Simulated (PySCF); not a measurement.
Species: C4H6O2S (charge -1 and doublet state).
Structure used (GFN2-xTB), in Å, numbered top down from 1:
```
atom  x, y, z in Å
C1    -2.0540    0.4491   -0.1320
C2    -0.9763   -0.5909   -0.0586
S3    -1.1054   -1.9302    0.9327
O4     0.1225   -0.3060   -0.7963
C5     1.4258   -0.5825   -0.2181
C6     1.9536    0.6916    0.3294
O7     2.9231    1.3216   -0.1240
H8    -2.9383    0.0959    0.3924
H9    -1.7145    1.3841    0.3258
H10   -2.3111    0.6660   -1.1721
H11    2.0553   -0.9587   -1.0285
H12    1.2799   -1.3577    0.5482
H13    1.3350    1.1182    1.1400
```

The hyperfine couplings belong to this conformer and change with its torsions.

As a line formula: `C[C]([S-])OCC=O` [radical] (charge -1).

Method used: UKS B3LYP, pcH-1 on C H O S, non-relativistic, mean-field spin-orbit, GIAO in PySCF 2.14.0. Whether the extra electron is bound in the gas phase wasn't checked; a finite basis holds it in any case. The geometry wasn't refined by DFT: couplings that depend on bond lengths, twists or pyramidal angles can differ widely from those at the functional's own minimum, by a factor of two or more for some ions and for spin on atoms past the first row. The SCF solution wasn't tested for stability.

Principal values of hyperfine tensors in MHz (contact, dipolar and spin–orbit terms together), for some of the nuclei:

```
atom  isotope       A1      A2      A3
  O4      17O  -101.50  -85.26  -74.01
  C2      13C    16.57   17.36  155.31
  H9       1H    45.24   45.98   54.00
 H10       1H    36.75   37.55   45.55
  C5      13C    25.23   26.40   37.10
 H12       1H    13.15   19.40   20.19
  C6      13C    -0.50    1.79   50.04
  O7      17O   -71.90   13.32   13.89
```

(1) Give the isotropic coupling of each nucleus in MHz and in mT (g = 2.0048), and the anisotropic part.

(2) What spin density at the nucleus of O4 lies behind its contact coupling (g_N = -0.75752)?

(3) H13 (1H, g_N = 5.58569) isn't in the table. Its spin density at the nucleus is -0.003356 bohr⁻³. What is its contact coupling?

(4) Which nucleus of the table has the largest anisotropic coupling, and what is its form?

(5) What first-order splitting does O4 cause when the field lies along A1, A2 or A3 of its tensor (g taken as isotropic, no quadrupole term)?

## Answers

(1) a_iso is a third of the trace, T = A − a_iso, and a(mT) = a(MHz)/(g × 13.996). The tensors hold a spin–orbit part: the run splits a_iso into a_FC + a_SO, and T includes its anisotropic share.

```json
{"atom": "O4", "a_iso (MHz)": "-86.92", "a_FC": "-87.01", "a_SO": "0.09", "a_iso (mT)": "-3.098", "T1": "-14.57", "T2": "1.66", "T3": "12.91"}
{"atom": "C2", "a_iso (MHz)": "63.08", "a_FC": "62.98", "a_SO": "0.10", "a_iso (mT)": "2.248", "T1": "-46.51", "T2": "-45.72", "T3": "92.23"}
{"atom": "H9", "a_iso (MHz)": "48.41", "a_FC": "48.41", "a_SO": "0.00", "a_iso (mT)": "1.725", "T1": "-3.17", "T2": "-2.43", "T3": "5.60"}
{"atom": "H10", "a_iso (MHz)": "39.95", "a_FC": "39.95", "a_SO": "0.00", "a_iso (mT)": "1.424", "T1": "-3.20", "T2": "-2.40", "T3": "5.60"}
{"atom": "C5", "a_iso (MHz)": "29.57", "a_FC": "29.58", "a_SO": "-0.01", "a_iso (mT)": "1.054", "T1": "-4.35", "T2": "-3.18", "T3": "7.52"}
{"atom": "H12", "a_iso (MHz)": "17.58", "a_FC": "17.57", "a_SO": "0.01", "a_iso (mT)": "0.627", "T1": "-4.43", "T2": "1.82", "T3": "2.61"}
{"atom": "C6", "a_iso (MHz)": "17.11", "a_FC": "17.16", "a_SO": "-0.05", "a_iso (mT)": "0.610", "T1": "-17.61", "T2": "-15.32", "T3": "32.93"}
{"atom": "O7", "a_iso (MHz)": "-14.90", "a_FC": "-14.88", "a_SO": "-0.02", "a_iso (mT)": "-0.531", "T1": "-57.00", "T2": "28.21", "T3": "28.78"}
```

(2) a_FC = (2μ0/3) gₑ μB g_N μN ρ(0)/(2S·h) = 800.24 MHz × g_N × ρ(0)/(2S), with ρ in bohr⁻³. With a_FC = -87.01 MHz and 2S = 1, ρ(0) = 0.1435 bohr⁻³. The nuclear moment is negative, so coupling and spin density have opposite signs.

(3) By the same relation, a_FC = -15.00 MHz. Its full tensor has the principal values -21.71, -16.06, -7.20 MHz.

(4) C2: -46.5, -45.7, 92.2 MHz (the dipolar term alone has -46.8, -45.5, 92.3), axial, in the ratio −1:−1:+2, the form that spin in one p orbital centred on that nucleus gives.

(5) 6 lines (I = 5/2), spaced by |A_i|/(g × 13.996): 3.62, 3.04, 2.64 mT along the axes of A1, A2 and A3.

Hardware: one thread, Arm Neoverse V1 (aarch64), shared host with 32 logical CPUs at a one-minute load of 14. Cost: 62 s (grids of density and orbitals included), 0.94 GiB resident at most.
